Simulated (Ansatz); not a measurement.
The inner images of a band of BrH + Cl2H2OSn (8 atoms, charge 0, multiplicity 1) are given out of order.

Level of theory: RKS PBE0/def2-SVP in Ansatz.

Image 0:

```xyz
8
Properties=species:S:1:pos:R:3
Sn -0.141 -0.138 -0.093
O -0.246 1.275 1.300
H -0.447 2.159 0.966
Cl 1.273 0.655 -1.766
Cl -2.268 -0.304 -1.032
H 0.379 -1.572 0.638
Br 2.106 0.518 3.293
H 0.996 1.056 2.519
```

Image 8:

```xyz
8
Properties=species:S:1:pos:R:3
Sn 0.597 -0.045 0.049
O -0.675 0.669 2.140
H -1.315 1.297 1.773
Cl 1.731 -0.574 -1.947
Cl -1.091 1.381 -0.786
H 0.111 -1.542 0.676
Br 2.353 1.257 1.262
H -0.059 1.207 2.657
```

Task: Put them in order from the first end to the last, with their energies above the first end.
A.
```xyz
8
Properties=species:S:1:pos:R:3
Sn 0.554 -0.122 0.160
O -0.521 0.921 2.044
H -1.284 1.377 1.654
Cl 1.543 0.181 -1.956
Cl -1.642 0.497 -0.579
H 0.456 -1.744 0.658
Br 2.461 0.951 1.449
H 0.086 1.590 2.397
```
B.
```xyz
8
Properties=species:S:1:pos:R:3
Sn 0.378 -0.211 0.209
O -0.473 1.121 1.748
H -1.055 1.842 1.463
Cl 1.125 1.021 -1.622
Cl -1.884 -0.497 -0.513
H 0.793 -1.805 0.596
Br 2.360 0.734 1.835
H 0.408 1.445 2.108
```
C.
```xyz
8
Properties=species:S:1:pos:R:3
Sn -0.129 -0.143 0.000
O -0.383 1.220 1.428
H -0.748 2.060 1.119
Cl 1.394 0.709 -1.540
Cl -2.184 -0.247 -1.100
H 0.316 -1.615 0.701
Br 2.329 0.552 2.831
H 1.057 1.114 2.387
```
D.
```xyz
8
Properties=species:S:1:pos:R:3
Sn 0.543 -0.174 0.210
O -0.475 1.066 1.920
H -1.277 1.480 1.562
Cl 1.398 0.530 -1.862
Cl -1.760 0.096 -0.443
H 0.597 -1.834 0.587
Br 2.502 0.744 1.575
H 0.125 1.741 2.276
```
E.
```xyz
8
Properties=species:S:1:pos:R:3
Sn 0.512 -0.242 0.250
O -0.442 1.202 1.787
H -1.223 1.670 1.454
Cl 1.229 0.828 -1.706
Cl -1.831 -0.241 -0.291
H 0.726 -1.922 0.454
Br 2.468 0.535 1.729
H 0.214 1.819 2.149
```
F.
```xyz
8
Properties=species:S:1:pos:R:3
Sn 0.567 -0.088 0.110
O -0.587 0.790 2.119
H -1.288 1.323 1.711
Cl 1.664 -0.203 -1.972
Cl -1.413 0.959 -0.695
H 0.274 -1.658 0.684
Br 2.398 1.108 1.356
H 0.038 1.419 2.512
```
G.
```xyz
8
Properties=species:S:1:pos:R:3
Sn 0.039 -0.155 0.111
O -0.385 1.161 1.615
H -0.853 1.971 1.365
Cl 1.374 0.898 -1.469
Cl -2.084 -0.171 -0.884
H 0.417 -1.713 0.637
Br 2.296 0.511 2.289
H 0.848 1.148 2.162
```

Result: C (+0.2 kcal/mol), G (+2.1 kcal/mol), B (-9.8 kcal/mol), E (-14.2 kcal/mol), D (-15.0 kcal/mol), A (-17.5 kcal/mol), F (-21.3 kcal/mol).

The run took 9.3 min on 4 threads of Arm Neoverse V2 (shared host), peak memory 0.41 GiB.
